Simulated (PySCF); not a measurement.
Ga(H)(Br)(NH2) (BrGaH3N), SMILES [NH2][GaH][Br].

Geometry optimised at B3LYP-D3(BJ)/def2-SVP. The structure was generated by enumeration; whether it is a known compound was not checked. Other conformers were not sampled.

Two levels are set side by side: PBE/def2-TZVPD (PySCF) and HF/def2-TZVPD (PySCF). Same geometry, gas phase. Differences are taken from unrounded values.

```json
[
 {"quantity": "orbital gap (eV)", "HF": "12.18"},
 {"quantity": "highest occupied level (eV)", "HF": "-10.94"},
 {"quantity": "lowest empty level (eV)", "HF": "1.24"},
 {"quantity": "dipole moment (D)", "HF": "2.59"},
 {"quantity": "mean polarisability (bohr³)", "HF": "55.3"}
]
```

Question: What does PBE give, and how far is it from HF? (Estimate from the structure and the level; the computed values follow.)

Answer: 
```tsv
quantity	PBE	PBE minus HF
orbital gap (eV)	4.73	-7.45
highest occupied level (eV)	-6.40	4.54
lowest empty level (eV)	-1.67	-2.92
dipole moment (D)	2.50	-0.09
mean polarisability (bohr³)	64.6	9.3
```

PBE's occupied levels lie high since its potential decays too fast outside the molecule; exact exchange lowers them and widens the gap. Loosely held outer electrons make PBE densities more polarisable. Differences between two approximate levels are no errors against the true value.

Rough cost on one machine, each run with all the roots and properties that it gave: HF against PBE about 1/2.
